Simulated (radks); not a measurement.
The numbers below are computed, except where a source is named.
Problem. Tl36+, configuration [Ar] 3d10 4s1 4p6 4d10 (not the ground configuration). Level of theory: scalar-relativistic Kohn-Sham, LDA (Slater exchange, Perdew-Wang correlation), spin-unpolarised, spherical densities, finite nucleus; Fermi nuclear charge, rms radius 5.4759 fm (a radial shooting solver on a logarithmic mesh with Libxc functionals). Some entries of the table are withheld. Estimate them.

| orbital | occ. | eigenvalue (eV) | <r^2> (bohr^2) |
|---|---|---|---|
| 1s | 2 | -86985.48 | (1) |
| 2s | 2 | -16702.67 | 0.005615 |
| 2p | 6 | -14582.08 | 0.004760 |
| 3s | 2 | -5100.457 | 0.03573 |
| 3p | 6 | -4488.378 | 0.03674 |
| 3d | 10 | -3857.879 | 0.03031 |
| 4s | 1 | -2132.983 | 0.1512 |
| 4p | 6 | (2) | 0.1652 |
| 4d | 10 | -1669.614 | 0.1689 |

Solution. 
(1) 1s <r^2> (bohr^2): 0.0003694
(2) 4p eigenvalue (eV): -1914.275
